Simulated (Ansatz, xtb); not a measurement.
ClGa2H3O: where a starting geometry ends

The starting geometry of this gas-phase singlet has its atoms placed at random.

```yaml
atoms:
  - { symbol: Cl, position_ang: [0.8292, -1.6510, -0.3645] }
  - { symbol: Ga, position_ang: [-1.5223, 1.5007, -0.4000] }
  - { symbol: Ga, position_ang: [0.4029, -0.4562, 1.2122] }
  - { symbol: O, position_ang: [0.1020, 0.9703, -0.3392] }
  - { symbol: H, position_ang: [-0.0657, 0.9853, 0.6502] }
  - { symbol: H, position_ang: [-2.0953, 0.1312, 0.6892] }
  - { symbol: H, position_ang: [-2.0920, -0.5533, -0.7207] }
```

Problem. One run relaxed it with r2SCAN-D4/def2-SVP. What is a likely outcome?

Solution. It loosens into ClGa2HO + H2, which stay close as a complex. Distances that change by over a tenth: Cl1–Ga3 (2.02 → 2.51 Å), Ga2–O4 (1.71 → 2.01 Å). Contacts that open: Ga2–H5 (1.87 → 2.65 Å), Ga2–H6 (1.84 → 4.11 Å), Ga3–H5 (1.62 → 2.65 Å). Contacts that close: Cl1–Ga2 (3.93 → 2.51 Å), H6–H7 (1.57 → 0.76 Å).

The energy falls by 7.03 eV over 28 steps:

```tsv
step	E − E(last) (eV)
1	7.028
4	2.433
7	1.032
10	0.737
13	0.344
16	0.028
19	0.004
22	0.001
25	0.000
28	0.000
```

Final geometry (Å):

```xyz
7

Cl    0.1501   -1.1675   -1.0408
Ga   -0.3273    1.2720   -1.4139
Ga    0.8576   -0.4902    1.2728
O     0.3635    1.2857    0.4726
H     0.4270    2.1064    0.9826
H    -3.2779   -0.9431    0.4042
H    -2.6342   -1.1362    0.0499
```

From the same start GFN2-xTB reaches the same bonding as this run.

From so rough a start the end depends on the optimiser's path, so another program may land elsewhere. The end wasn't checked by frequencies. Run with Ansatz 0.2.0, 44 s on 2 threads of Intel(R) Xeon(R) 6975P-C (Granite Rapids), on a shared host.
